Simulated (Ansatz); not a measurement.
Basis sets compared for the cluster Ge3O4⁺. Charge 1, multiplicity 2. Geometry r2SCAN-D4/def2-SVP. Ansatz on 4 threads of Arm Neoverse V1 on a shared host; times are rough, and most runs start from earlier orbitals.

```xyz
7

Ge    0.747   -1.052    0.107
Ge   -2.104    0.391    0.702
Ge    0.404    2.005   -0.944
O     1.270    0.399   -0.671
O     1.718   -2.420    0.245
O    -0.863   -0.973    0.729
O    -1.171    1.649   -0.167
```

Another isomer (doublet) lies 0.37 eV lower at PBE0-D4/def2-TZVP; other spin states weren't run for this one.

| level | functions | energy (Eh) | HOMO (eV) | LUMO (eV) | wall time |
| --- | --- | --- | --- | --- | --- |
| PBE-D4/def2-SVP | 152 | -6529.4814 | -12.00 | -11.42 | 4.6 s |
| PBE0-D4/def2-SVP | 152 | -6529.5898 | -12.48 | -10.85 | 9.5 s |

Problem. Estimate the rows for PBE-D4/def2-TZVP (with forces), PBE0-D4/def2-TZVP.

Solution. 
```json
{"level": "PBE-D4/def2-TZVP (with forces)", "functions": "268", "energy (Eh)": "-6530.6429", "HOMO (eV)": "-12.02", "LUMO (eV)": "-11.43", "wall time": "9.5 s"}
{"level": "PBE0-D4/def2-TZVP", "functions": "268", "energy (Eh)": "-6530.7533", "HOMO (eV)": "-12.45", "LUMO (eV)": "-10.81", "wall time": "85 s"}
```
